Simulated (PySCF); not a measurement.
C₆H₁₄AlO₂, charge +1, singlet, geometry from GFN2-xTB (such geometries of metal compounds can be far from the true shape); DF-REVPBE/STO-3G in PySCF.

Here is a job for PySCF.
```python
from pyscf import gto, scf, dft

mol = gto.Mole()
mol.atom = '''
    Al    0.03802269    0.55687687    0.13647508
    O    -0.11812990    0.29306210    1.73920893
    C    -1.02107405   -0.48788119    2.52669907
    C    -0.86168865   -1.95091007    2.16960199
    C    -2.43139046    0.01880675    2.30475659
    H    -0.69928047   -0.30412560    3.55921822
    H    -1.08283585   -2.07012341    1.10157217
    H    -1.54682782   -2.57229217    2.73983995
    H     0.15630544   -2.28416372    2.35669519
    H    -2.51932207    1.05857236    2.61241351
    H    -2.65250310   -0.04771045    1.23016660
    H    -3.15828903   -0.57730232    2.85006801
    O     0.20934911    1.04292611   -1.41179525
    C     1.02897787    0.60363973   -2.49832986
    C     0.67212191   -0.82546728   -2.85001511
    C     2.48495359    0.76567404   -2.11250210
    H     0.76602410    1.28164678   -3.31965488
    H     0.84247241   -1.45021770   -1.96431019
    H     1.28948902   -1.19666849   -3.66350773
    H    -0.37381853   -0.90151325   -3.13741630
    H     2.71514149    1.80938106   -1.90955763
    H     2.66182224    0.18419763   -1.19671738
    H     3.14617235    0.39984245   -2.89355851
'''
mol.basis = 'sto-3g'
mol.charge = 1
mol.verbose = 4
mol.build()

mf = dft.RKS(mol)
mf.xc = 'revpbe'
mf = mf.density_fit(auxbasis='def2-universal-jkfit')
mf.kernel()
```

It wrote (shortened):

```
PySCF version 2.14.0

[INPUT] verbose = 4
[INPUT] num. atoms = 23
[INPUT] num. electrons = 78
[INPUT] charge = 1
[INPUT] spin (= nelec alpha-beta = 2S) = 0
[INPUT] symmetry False subgroup None
[INPUT] Mole.unit = angstrom
[INPUT] Symbol           X                Y                Z      unit          X                Y                Z       unit  Magmom
[INPUT]  1 Al     0.038022690000   0.556876870000   0.136475080000 AA    0.071852470619   1.052344769405   0.257900524028 Bohr   0.0
[INPUT]  2 O     -0.118129900000   0.293062100000   1.739208930000 AA   -0.223233158122   0.553807106490   3.286628551098 Bohr   0.0
[INPUT]  3 C     -1.021074050000  -0.487881190000   2.526699070000 AA   -1.929550307400  -0.921961830427   4.774769241493 Bohr   0.0
[INPUT]  4 C     -0.861688650000  -1.950910070000   2.169601990000 AA   -1.628355553146  -3.686685725956   4.099953560411 Bohr   0.0
[INPUT]  5 C     -2.431390460000   0.018806750000   2.304756590000 AA   -4.594662071280   0.035539606793   4.355358738886 Bohr   0.0
[INPUT]  6 H     -0.699280470000  -0.304125600000   3.559218220000 AA   -1.321448572557  -0.574714091469   6.725947653362 Bohr   0.0
[INPUT]  7 H     -1.082835850000  -2.070123410000   1.101572170000 AA   -2.046263194361  -3.911966288951   2.081669707743 Bohr   0.0
[INPUT]  8 H     -1.546827820000  -2.572292170000   2.739839950000 AA   -2.923080941658  -4.860927713663   5.177547130642 Bohr   0.0
[INPUT]  9 H      0.156305440000  -2.284163720000   2.356695190000 AA    0.295374473380  -4.316443854468   4.453508468180 Bohr   0.0
[INPUT] 10 H     -2.519322070000   1.058572360000   2.612413510000 AA   -4.760828731872   2.000411843434   4.936746058014 Bohr   0.0
[INPUT] 11 H     -2.652503100000  -0.047710450000   1.230166600000 AA   -5.012504403560  -0.090159683780   2.324677961587 Bohr   0.0
[INPUT] 12 H     -3.158289030000  -0.577302320000   2.850068010000 AA   -5.968301288918  -1.090943275876   5.385847975284 Bohr   0.0
[INPUT] 13 O      0.209349110000   1.042926110000  -1.411795250000 AA    0.395612482321   1.970844716058  -2.667906366462 Bohr   0.0
[INPUT] 14 C      1.028977870000   0.603639730000  -2.498329860000 AA    1.944486362538   1.140713767606  -4.721159204223 Bohr   0.0
[INPUT] 15 C      0.672121910000  -0.825467280000  -2.850015110000 AA    1.270126332220  -1.559907083990  -5.385748008772 Bohr   0.0
[INPUT] 16 C      2.484953590000   0.765674040000  -2.112502100000 AA    4.695881717355   1.446914236289  -3.992050406569 Bohr   0.0
[INPUT] 17 H      0.766024100000   1.281646780000  -3.319654880000 AA    1.447575753816   2.421961402631  -6.273238551276 Bohr   0.0
[INPUT] 18 H      0.842472410000  -1.450217700000  -1.964310190000 AA    1.592042122402  -2.740514273997  -3.712008282792 Bohr   0.0
[INPUT] 19 H      1.289489020000  -1.196668490000  -3.663507730000 AA    2.436781088434  -2.261375707997  -6.923026264927 Bohr   0.0
[INPUT] 20 H     -0.373818530000  -0.901513250000  -3.137416300000 AA   -0.706414641988  -1.703613140167  -5.928857545746 Bohr   0.0
[INPUT] 21 H      2.715141490000   1.809381060000  -1.909557630000 AA    5.130873805544   3.419234658375  -3.608540939774 Bohr   0.0
[INPUT] 22 H      2.661822240000   0.184197630000  -1.196717380000 AA    5.030115025876   0.348083073494  -2.261468096707 Bohr   0.0
[INPUT] 23 H      3.146172350000   0.399842450000  -2.893558510000 AA    5.945404082179   0.755592723475  -5.468033109305 Bohr   0.0

nuclear repulsion = 535.472485166601
number of shells = 43
number of NR pGTOs = 189
number of NR cGTOs = 63
basis = sto-3g
ecp = {}

******** <class 'pyscf.df.df_jk.DFRKS'> ********
method = DFRKS
initial guess = minao
damping factor = 0
level_shift factor = 0
DIIS = <class 'pyscf.scf.diis.CDIIS'>
diis_start_cycle = 1
diis_space = 8
diis_damp = 0
SCF conv_tol = 1e-09
SCF conv_tol_grad = None
SCF max_cycles = 50
direct_scf = False
XC library pyscf.dft.libxc version 7.1.2
    S. Lehtola, C. Steigemann, M. J. T. Oliveira, and M. A. L. Marques,  SoftwareX 7, 1–5 (2018)
XC functionals = revpbe
    Y. Zhang and W. Yang,  Phys. Rev. Lett. 80, 890 (1998)
    J. P. Perdew, K. Burke, and M. Ernzerhof,  Phys. Rev. Lett. 77, 3865 (1996)
    J. P. Perdew, K. Burke, and M. Ernzerhof,  Phys. Rev. Lett. 78, 1396 (1997)
radial grids:
    Treutler-Ahlrichs [JCP 102, 346 (1995); DOI:10.1063/1.469408] (M4) radial grids

becke partition: Becke, JCP 88, 2547 (1988); DOI:10.1063/1.454033
pruning grids: <function nwchem_prune>
grids dens level: 3
symmetrized grids: False
atomic radii adjust function: <function treutler_atomic_radii_adjust>
small_rho_cutoff = 0
Set gradient conv threshold to 3.16228e-05
Initial guess from minao.
tot grids = 269368
init E= -622.518523524113
  HOMO = -0.377111731847192  LUMO = -0.111333563979401  gap/eV = 7.23219
cycle= 1 E= -621.535378164158  delta_E= 0.983  |g|= 0.917  |ddm|= 5.94
  HOMO = -0.0974639601745818  LUMO = -0.0437468242978191  gap/eV = 1.46172
cycle= 2 E= -619.06896641309  delta_E= 2.47  |g|= 2.72  |ddm|= 5.17
  HOMO = -0.309806421243371  LUMO = -0.143140851638106  gap/eV = 4.53520
cycle= 3 E= -621.84639376604  delta_E= -2.78  |g|= 0.188  |ddm|= 4.29
  HOMO = -0.308027319464736  LUMO = -0.162383728055215  gap/eV = 3.96316
cycle= 4 E= -621.855454639374  delta_E= -0.00906  |g|= 0.117  |ddm|= 0.45
  HOMO = -0.312972959671293  LUMO = -0.166528474940838  gap/eV = 3.98496
cycle= 5 E= -621.859582663897  delta_E= -0.00413  |g|= 0.0134  |ddm|= 0.149
  HOMO = -0.312019198274798  LUMO = -0.164518383759573  gap/eV = 4.01370
cycle= 6 E= -621.859649447616  delta_E= -6.68e-05  |g|= 0.00415  |ddm|= 0.0224
  HOMO = -0.312584649405519  LUMO = -0.164947849045576  gap/eV = 4.01740
cycle= 7 E= -621.859654545178  delta_E= -5.1e-06  |g|= 0.00165  |ddm|= 0.00448
  HOMO = -0.312685342005719  LUMO = -0.164996833876044  gap/eV = 4.01881
cycle= 8 E= -621.859655260061  delta_E= -7.15e-07  |g|= 0.000711  |ddm|= 0.00147
  HOMO = -0.31270994803076  LUMO = -0.164972972092888  gap/eV = 4.02013
cycle= 9 E= -621.85965541717  delta_E= -1.57e-07  |g|= 0.000299  |ddm|= 0.000978
  HOMO = -0.312725886115091  LUMO = -0.164965241939984  gap/eV = 4.02077
cycle= 10 E= -621.859655446639  delta_E= -2.95e-08  |g|= 7.61e-05  |ddm|= 0.000569
  HOMO = -0.312725203986257  LUMO = -0.164968814155702  gap/eV = 4.02066
cycle= 11 E= -621.859655448754  delta_E= -2.11e-09  |g|= 6.37e-06  |ddm|= 0.00012
  HOMO = -0.312724609615676  LUMO = -0.164968573082339  gap/eV = 4.02065
cycle= 12 E= -621.859655448765  delta_E= -1.18e-11  |g|= 4.83e-07  |ddm|= 9.94e-06
  HOMO = -0.312724475818303  LUMO = -0.164968539072667  gap/eV = 4.02064
Extra cycle  E= -621.859655448767  delta_E= -1.36e-12  |g|= 1.01e-06  |ddm|= 2.37e-06
converged SCF energy = -621.859655448767
```
